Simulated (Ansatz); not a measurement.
A structure relaxed at PBE-D4/def2-SVP in Ansatz, charge 0, singlet:

```
atom   x (Å)   y (Å)   z (Å)
 Mg1   1.087  -2.356   0.279
 Mg2   1.547   0.358   1.322
 Al3  -0.509   2.281   1.415
 Al4   0.076  -0.820  -1.669
 Al5  -1.096   1.395  -1.254
 Al6  -1.195  -0.353   1.308
  O7   1.534  -0.061  -0.685
  O8   2.514  -0.945   0.118
  O9   0.220  -1.274   1.705
 O10  -1.402  -0.209  -0.446
 O11  -1.627   1.093   2.140
 O12  -0.329   0.642  -2.608
 O13   0.245  -2.502  -1.413
 O14  -1.064   2.752  -0.214
```

Question: Give its formula.

Answer: Mg2Al4O8.

Question: Summarise the bond lengths by kind (pairs closer than 1.2 times the sum of covalent radii, bridged metal pairs left out).

Answer: 12 × Al–O 1.71 to 2.01 Å; 6 × Mg–O 1.90 to 2.14 Å; 1 × Al–Mg 2.82 Å; 1 × O–O 1.55 Å.

The structure holds one bond between oxygen atoms, so isomers without such links may lie far lower. Another isomer (singlet) lies 4.83 eV lower at PBE0-D4/def2-TZVP; other spin states weren't run for this one.
